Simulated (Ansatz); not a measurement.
Reaction (atomization): `F[Si](F)(F)S` → 3 F• + H• + S• + Si•

Calculated with Ansatz (gas phase, PBE0-D4/def2-TZVP geometries, no zero-point term in ΔE). CCSD(T)/CBS is the MP2 limit (def2-TZVPP, def2-QZVPP) plus CCSD(T) − MP2 in def2-TZVPP, frozen cores. This one scheme is used for every species, atoms too. DFT in def2-TZVPP. B3LYP here is the variant with VWN-RPA as its local correlation; programs differ in this. HSE06 is defined as in plane-wave codes. No spin–orbit coupling; open shells (•) take unrestricted orbitals. Spin–orbit coupling would lower the free atoms: a little for F, S, Si. One conformer a species, not always the lowest.

| level | ΔE (kJ/mol) | difference from CCSD(T)/CBS |
| --- | --- | --- |
| LDA (SPW92) | 2846.0 | 358.4 |
| PBE-D4 | 2494.9 | 7.3 |
| revPBE-D4 | 2415.1 | -72.5 |
| BLYP-D4 | 2444.9 | -42.7 |
| r2SCAN-D4 | 2477.4 | -10.2 |
| B97M-V | 2482.6 | -5.0 |
| PBE0-D4 | 2429.4 | -58.2 |
| B3LYP-D4 | 2431.8 | -55.8 |
| r2SCANh-D4 | 2449.8 | -37.8 |
| r2SCAN0-D4 | 2410.1 | -77.5 |
| HSE06-D4 | 2430.9 | -56.7 |
| BHLYP-D4 | 2345.0 | -142.6 |
| ωB97M-V | 2476.3 | -11.3 |
| B2PLYP | 2432.9 | -54.7 |
| PBE-QIDH | 2437.5 | -50.1 |
| PBE | 2480.6 | -7.0 |
| BLYP | 2413.2 | -74.4 |
| r2SCAN | 2474.2 | -13.4 |
| PBE0 | 2417.5 | -70.1 |
| B3LYP | 2408.5 | -79.1 |
| r2SCANh | 2446.4 | -41.2 |
| r2SCAN0 | 2406.3 | -81.3 |
| HSE06 | 2419.8 | -67.8 |
| BHLYP | 2326.4 | -161.2 |
| CAM-B3LYP | 2452.5 | -35.1 |
| LC-ωPBE | 2449.4 | -38.2 |
| HF/def2-SVP | 1717.3 | -770.3 |
| CCSD/def2-SVP | 2199.0 | -288.6 |
| CCSD(T)/def2-SVP | 2222.4 | -265.2 |
| HF/def2-TZVPP | 1813.2 | -674.4 |
| MP2/def2-TZVPP | 2512.1 | 24.5 |
| SCS-MP2/def2-TZVPP | 2453.7 | -33.9 |
| CCSD/def2-TZVPP | 2358.6 | -129.0 |
| CCSD(T)/def2-TZVPP | 2401.0 | -86.6 |
| HF/def2-QZVPP | 1824.8 | -662.8 |
| MP2/def2-QZVPP | 2565.9 | 78.3 |
| SCS-MP2/def2-QZVPP | 2510.4 | 22.8 |
| HF/CBS(def2) | 1826.4 | -661.2 |
| MP2/CBS(def2) | 2598.7 | 111.1 |
| CCSD/CBS(def2) | 2445.2 | -42.4 |
| CCSD(T)/CBS | 2487.6 | 0 |

Largest T1 diagnostic among the species: 0.012.

From BLYP to BHLYP (50 % exact exchange), in def2-TZVPP and without D4, ΔE moves by −86.8 kJ/mol: exact exchange takes away binding that semilocal exchange gives to molecules. The D4 term adds +23.3 kJ/mol with B3LYP and +11.9 kJ/mol with PBE0; it sums over pairs of atoms, weighted by their polarisabilities, and B3LYP, whose exchange is more repulsive, gets the larger term.

For atomizations the MP2-based limit and the directly extrapolated one differ by several kJ/mol either way, and by 10 to 25 for some Ge, Se and Sn compounds, so smaller differences from it don't rank the levels.
